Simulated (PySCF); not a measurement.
Structure problem from calculated spectra and properties.

Formula: C6H10O2Si.

- UV, first state: lowest singlet excitation: 5.74 eV (216 nm, f = 0.001) [TDDFT B3LYP/def2-SVPD]
- 1H NMR: chemical shifts (computed TMS as zero) by class: 6.07 (2 H), 5.59 (1 H), 2.04 (3 H), 1.79 (2 H), 1.75 (2 H) ppm [GIAO PBE/pcSseg-1]
- Valence photoelectron: vertical ionisation energy: 9.08 eV [ΔSCF B3LYP/def2-SVPD]
- 13C NMR: chemical shifts (computed TMS as zero) by class: 174.6 (1 C), 138.5 (2 C), 22.0 (1 C), 20.6 (2 C) ppm [GIAO PBE/pcSseg-1]
- Dipole: 1.81 D [B3LYP/def2-SVPD]
- Triplet: lowest triplet excitation (Tamm–Dancoff): 4.33 eV [TDA B3LYP/def2-SVPD]
- NMR, other nuclei: isotropic shieldings of nuclei other than C and H, by class: -142 (1 O), 91 (1 O), 308 (1 Si) ppm [GIAO PBE/pcSseg-1]
- Rotational structure: rotational constants A, B, C: 3.178, 0.839, 0.760 GHz [PBE0-D3(BJ)/def2-SVP]
- UV, strongest line: among the 10 lowest singlet transitions: S5 at 6.92 eV (179 nm, f = 0.120) [TDDFT B3LYP/def2-SVPD]

Gas-phase values; electronic properties from PySCF, density fitting. Levels stand in brackets. Isolated species at its PBE0-D3(BJ)/def2-SVP geometry (one conformer only). NMR classes are plain means over equivalent atoms (diastereotopic ones count apart unless rotation or inversion swaps them), as if these changed places fast.

**Question.** Give a SMILES that accounts for the data.

**Answer.** Numbering: `[CH3:1][C:2](=[O:3])[O:4][SiH:5]1[CH2:6][CH:7]=[CH:8][CH2:9]1`. Its formula, C6H10O2Si, gives 3 degrees of unsaturation: 1 ring and 2 π bonds in the structure found. 6 carbons fall into 4 classes; from least to most shielded: carbonyl carbon [C2] (174.6 ppm), alkene CH carbon [C7/C8] (138.5 ppm, 2 C), methyl carbon next to a carbonyl [C1] (22.0 ppm), ring sp3 carbon bound to silicon [C6/C9] (20.6 ppm, 2 C, up to 4.2 ppm apart in this geometry). Hydrogen classes from least to most shielded: 2 H on 2 alkene CH carbons, C7/C8 (6.07 ppm), 1 H on an oxygen-bound silicon, Si5 (5.59 ppm), 3 H on a methyl carbon next to a carbonyl, C1 (2.04 ppm, a mean of values up to 0.6 ppm apart in this geometry), 2 H on 2 like atoms (sp3 carbon bound to silicon), C6/C9 (1.79 ppm), 2 H on 2 like atoms (sp3 carbon bound to silicon), C6/C9 (1.75 ppm). The other shieldings belong to: -142 ppm, carbonyl oxygen [O3]; 91 ppm, oxygen singly bound to a carbonyl carbon [O4]; 308 ppm, oxygen-bound silicon [Si5]. The first electron is taken from the HOMO, whose largest Löwdin shares are 0.33 on each of 2 atoms of one kind (alkene CH carbon) and 0.08 on each of 2 atoms of one kind (sp3 carbon bound to silicon). The optimised geometry has point group C1 and is an asymmetric top. Structure: `CC(=O)O[SiH]1CC=CC1`. Computed isomers that give other values at the same levels: `CC#C[SiH]1OCCCO1` (smallest rotational constant: 0.646 GHz; this holds for the one conformer computed). The assignments are read from this structure; whether some other isomer fits the data as well wasn't checked.
